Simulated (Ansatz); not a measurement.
The cluster GaSb₂⁻, relaxed as a singlet with RKS B3LYP-D4/def2-TZVPD in Ansatz, starting from the GFN2-xTB geometry. Force threshold 0.02 eV/Å.

In the def2 sets Sb takes a core potential; there is no spin–orbit coupling. The structure comes from a short search, and lower isomers may exist.

Start:

```xyz
3

Ga   -1.057   -0.630    0.988
Sb   -0.342    0.247   -1.471
Sb    1.399    0.384    0.483
```

```
step  energy (eV)  largest force component (eV/Å)  SCF passes
   1  -65462.4153                           0.951          18
   2  -65462.4505                           0.748          31
   3  -65462.4863                           0.081          24
   4  -65462.4866                           0.011          26
```

Force components are those of the run's own axes.

End:

```xyz
3

Ga   -1.109   -0.661    1.035
Sb   -0.334    0.260   -1.514
Sb    1.443    0.401    0.480
```

By distances, no bond broke or formed. The bond that changes most is Ga1–Sb3, from 2.70 to 2.82 Å (atoms count from 1).

No frequencies were taken in this run, so the end may be a saddle point.

Run time 9.5 s (4 threads of Intel Xeon on a shared host).
